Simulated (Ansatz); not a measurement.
Start from `BBCl` and change one atom or group to get `Cl[BH][SbH2]`.

Ansatz, PBE0-D4/def2-TZVP geometries, multiplicity 1. 

Elements past krypton have def2 core potentials.

| property | `BBCl` |
| --- | --- |
| HOMO–LUMO gap (B3LYP/def2-TZVPP) / eV | 5.58 |
| HOMO energy (ωB97M-V/def2-TZVPP) / eV | -10.35 |
| HOMO energy (PBE/def2-TZVPP) / eV | -6.77 |
| LUMO energy (PBE0/def2-TZVPP) / eV | -2.10 |
| ideal-gas entropy at 298 K and 1 bar (rigid rotor, harmonic PBE0-D4/def2-TZVP) / J/(mol·K) | 280 |
| HOMO–LUMO gap (PBE0/def2-TZVPP) / eV | 6.01 |

What does the change do to each property? (Estimate.)

Ansatz gave: 
```tsv
property	`Cl[BH][SbH2]`	shift
HOMO–LUMO gap (B3LYP/def2-TZVPP) / eV	4.74	-0.84
HOMO energy (ωB97M-V/def2-TZVPP) / eV	-9.16	1.19
HOMO energy (PBE/def2-TZVPP) / eV	-6.10	0.67
LUMO energy (PBE0/def2-TZVPP) / eV	-2.04	0.06
ideal-gas entropy at 298 K and 1 bar (rigid rotor, harmonic PBE0-D4/def2-TZVP) / J/(mol·K)	317	37
HOMO–LUMO gap (PBE0/def2-TZVPP) / eV	5.09	-0.92
```

With PBE0 the HOMO rises by 0.97 eV and the LUMO rises by 0.06 eV, so the gap narrows by about 0.91 eV. PBE moves the HOMO by 0.67 eV and ωB97M-V by 1.19 eV.

B3LYP here is the variant with VWN-RPA as its local correlation; programs differ in this.

Spin–orbit coupling is left out; it splits and shifts lone-pair levels of the heavy atoms by tenths of an eV.
